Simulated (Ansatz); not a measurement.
C2H2Cl (SMILES [CH]=CCl), doublet, at a GFN2-xTB geometry; Ansatz (a program for electronic structure) with REVPBE/def2-SVP.

Here is a job for Ansatz.
Ansatz 0.2 input:
```yaml
crystal:
  periodic: [false, false, false]
  atoms:
    - {symbol: C, position_ang: [-0.15812136, 0.84949158, 0.00022359]}
    - {symbol: C, position_ang: [0.97259348, 1.42818972, 0.01535444]}
    - {symbol: Cl, position_ang: [-0.33990486, -0.95740851, -0.00651845]}
    - {symbol: H, position_ang: [-1.13412407, 1.30084788, -0.01044600]}
    - {symbol: H, position_ang: [2.02567392, 1.30900905, 0.02779152]}
basis:
  gaussian:
    orbitals: def2-SVP
hamiltonian:
  xc: revpbe
magnetization: {spin_polarized: true, initial_magnetization: 1}
accuracy: high
```

The log (banner, timings and long lists left out):

```
Functional definition: revPBE
1199 factors; integrals over basis functions are off by at most 3.8e-9 eV
mean field evaluation 1: about -14606.3247 eV, gradient 4.3e1 eV
mean field evaluation 2: about -14578.1236 eV, gradient 7.5e1 eV
mean field evaluation 4: about -14615.7547 eV, gradient 2.0e1 eV
mean field evaluation 8: about -14617.7589 eV, gradient 1.5e-1 eV
mean field evaluation 16: about -14617.7593 eV, gradient 1.2e-4 eV
mean field -14617.75927047 eV, -537.1927449166 hartree, gradient 2.2e-8 eV, S^2 0.758402; 0 other end points of the search recorded, 0 dependent functions left out
reference -14617.75927311 eV, -537.1927450135 hartree; 16, 15 occupied and 40, 41 virtual orbitals, 1199 factors
Total energy: -14617.75927311 eV, -537.1927450135 hartree
```
